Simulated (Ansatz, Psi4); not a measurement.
## SnSe: a line through the functionals

SnSe: 2 atoms, total charge 0, spin state singlet. SMILES: `[Se][Sn]`. The coordinates come from a PBE0-D4/def2-TZVP relaxation.

The HOMO–LUMO gap y, in eV, basis def2-TZVP with a core potential; a is the functional's share of exact exchange. Programs: Ansatz 0.2.0, Psi4 1.11.

```
functional  program     a  y (eV)
    revPBE   Ansatz     0    2.97
    r2SCAN   Ansatz     0    3.27
     TPSSh     Psi4   0.1    3.68
     B3LYP   Ansatz   0.2    4.12
   r2SCAN0   Ansatz  0.25    4.72
      PBE0   Ansatz  0.25       ?
     BHLYP   Ansatz   0.5    5.97
```

Problem. Fit y = c + s·a to the known rows and predict PBE0.

Solution. 
1. Means of the 6 rows: a = 0.1750, y = 4.122.
2. Σ(Δa)² = 0.17875, Σ(Δa·Δy) = 1.0292, so the slope is 1.0292/0.17875 = 5.7578.
3. Intercept: 4.122 − (5.7578) × 0.1750 = 3.114. The largest residual of the fit is 0.17.
4. PBE0: 3.114 + (5.7578) × 0.25 = 4.55 eV.

The run gave 4.52 eV, so the prediction is off by +0.03 eV, within the largest residual. Exact exchange lowers occupied levels and raises empty ones. The rows mix families of semi-local functionals, which the line can't see.
